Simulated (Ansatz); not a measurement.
```yaml
crystal:
  periodic: [false, false, false]
  atoms:
    - {symbol: Sn, position_ang: [1.021256, -0.483037, -1.314208]}
    - {symbol: H, position_ang: [1.127338, 0.171880, -3.126484]}
    - {symbol: H, position_ang: [2.306267, -1.909261, -1.023736]}
    - {symbol: N, position_ang: [0.936779, 1.190558, 0.282398]}
    - {symbol: Sn, position_ang: [-1.061973, 0.546587, 1.255756]}
    - {symbol: H, position_ang: [-0.956595, -0.296643, 3.001495]}
    - {symbol: H, position_ang: [-2.415017, 1.922681, 1.243495]}
    - {symbol: N, position_ang: [-1.143232, -0.861995, -0.581376]}
    - {symbol: H, position_ang: [1.836564, 1.600979, 0.847248]}
    - {symbol: H, position_ang: [-1.651398, -1.881728, -0.584587]}
basis:
  gaussian: {orbitals: def2-mTZVPP}
hamiltonian: {xc: {name: BHLYP}}
```

```sh
$ ansatz run in.yaml --threads 4 --pin off --events-out ev --progress --plain --max-ram 3916MiB
```

Output, abridged:

```
Functional definition: BHLYP
1664 factors; their error is unknown
mean field evaluation 1: about -14717.2916 eV, gradient 7.8e1 eV
mean field evaluation 2: about -14657.3633 eV, gradient 1.5e2 eV
mean field evaluation 4: about -14730.7006 eV, gradient 3.0e0 eV
mean field evaluation 8: about -14730.7358 eV, gradient 6.6e-2 eV
mean field evaluation 16: about -14731.0458 eV, gradient 6.8e-5 eV
mean field -14731.04583439 eV, -541.3559493525 hartree, gradient 1.4e-5 eV, S^2 0.000000; 0 other end points of the search recorded, 0 dependent functions left out
reference -14731.04606681 eV, -541.3559578936 hartree; 32, 32 occupied and 118, 118 virtual orbitals, 1664 factors
Total energy: -14731.04606681 eV, -541.3559578936 hartree
```

Hardware: 4 threads of Arm Neoverse V1 on a shared host. Wall time 1.9 s.

In the def2 sets Sn takes a core potential; there is no spin–orbit coupling.
